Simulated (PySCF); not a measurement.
Several structures and their simulated spectra, in scrambled order.

A. `C=CC(=C)C(=C)CC(F)F`
B. benzonitrile (SMILES N#Cc1ccccc1)
C. `C1CCC1`

Spectrum 1. 1H NMR (500 MHz, computed): δ 8.00 (m, 2H), 7.84 (m, 1H), 7.78 (m, 2H). 13C{1H} NMR (computed): δ 140.0 (CH), 137.7 (CH), 134.5 (CH), 124.5 (C), 117.8 (C).

Spectrum 2. 1H NMR (500 MHz, computed): δ 6.79 (m, 1H), 6.00 (m, 1H), 5.96 (m, 1H), 5.84 (br s, 1H), 5.66 (m, 1H), 5.53 (br s, 1H), 5.36 (br s, 1H), 5.36 (br s, 1H), 2.83 (m, 2H). 13C{1H} NMR (computed): δ 158.1 (C), 148.0 (C), 146.6 (CH), 127.6 (CH2), 127.2 (CH2), 123.7 (CH2), 121.4 (CH), 51.9 (CH2).

Spectrum 3. 1H NMR (500 MHz, computed): δ 2.10 (s, 8H). 13C{1H} NMR (computed): δ 21.2 (CH2).

PySCF calculation with B3LYP/pcJ-1 coupling constants (spin–dipole term left out of most H,H and C,H couplings), geometry from GFN2-xTB and PBE0/pcSseg-1 with gauge-including orbitals; single conformer, in vacuum, non-relativistic Hamiltonian, one averaged value for each set of equivalent atoms.

Chemical shifts δ = σref − σ; TMS for 1H and 13C, all at this level. Multiplet labels drop J under 1 Hz and among equivalent protons, and merge close values. Unscaled 3J(H,H) run several per cent high. Splittings of carbon signals by F and P are missing where no couplings were computed. Where no couplings were computed, multiplicities follow the n + 1 count of equivalent neighbours, and m marks all less simple cases (inequivalent or close neighbours, rings, F or P nearby). Shifts are as computed. Against solution values, carbons near 30 ppm lie about +3 ppm off and those near 130 ppm about +5 ppm. Of 1211 compounds with measured shifts, 218 miss one by over three times the rms of a fit or turn the order of signals round; such compounds aren't used in these exercises.

**Question.** Which spectrum belongs to which compound?

**Answer.** 1–B, 2–A, 3–C.

- Spectrum 1 (B): 5 13C signals; δC 140.0 is an aromatic CH; δC 137.7 is an aromatic CH.
- Spectrum 2 (A): 8 13C signals; δC 158.1 is a fully substituted alkene carbon; δC 148.0 is a fully substituted alkene carbon.
- Spectrum 3 (C): a single 13C signal, at 21.2 ppm (sp3 CH2 in a ring); δH 2.10 is the hydrogen on an sp3 CH2 in a ring.
